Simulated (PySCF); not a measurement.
penta-1,4-dien-3-amine (C₅H₉N), SMILES NC(C=C)C=C.

Geometry: B3LYP-D3(BJ)/def2-SVP. One conformer was computed; it need not be the lowest.

These are TDA-PBE/def2-SVPD (PySCF) values and carry that method's errors.

Vertical excitations. 

Problem. List the lowest excited states. (Estimate from the structure and the level; the computed values follow.)

Solution. 
```
state  energy (eV)  λ (nm)      f                                                                 main pairs
-----  -----------  ------  -----  -------------------------------------------------------------------------
S1            4.42     281  0.022                                                             HOMO→LUMO 93 %
S2            5.43     228  0.023                                         HOMO→LUMO+1 68 %, HOMO−1→LUMO 22 %
S3            5.71     217  0.093  HOMO−1→LUMO 36 %, HOMO−2→LUMO 28 %, HOMO−1→LUMO+1 21 %, HOMO−2→LUMO+1 7 %
S4            5.90     210  0.015                                                           HOMO→LUMO+2 99 %
S5            5.98     207  0.111   HOMO−2→LUMO 25 %, HOMO−1→LUMO+1 16 %, HOMO→LUMO+1 16 %, HOMO−1→LUMO 15 %
S6            6.07     204  0.029                                                           HOMO→LUMO+3 89 %
S7            6.44     193  0.008                                                           HOMO→LUMO+4 97 %
S8            6.59     188  0.004                                                         HOMO−1→LUMO+2 96 %
S9            6.62     187  0.011                                                           HOMO→LUMO+5 96 %
S10           6.79     183  0.007                                                         HOMO−1→LUMO+3 99 %
T1            3.95     314      0                                           HOMO→LUMO 80 %, HOMO−1→LUMO 13 %
T2            4.28     290      0                                                           HOMO−1→LUMO 74 %
T3            4.74     262      0      HOMO−2→LUMO 53 %, HOMO−1→LUMO+1 22 %, HOMO→LUMO+1 10 %, HOMO→LUMO 9 %
T4            5.24     237      0                                                           HOMO→LUMO+1 87 %
```
Triplets are in the Tamm–Dancoff approximation.
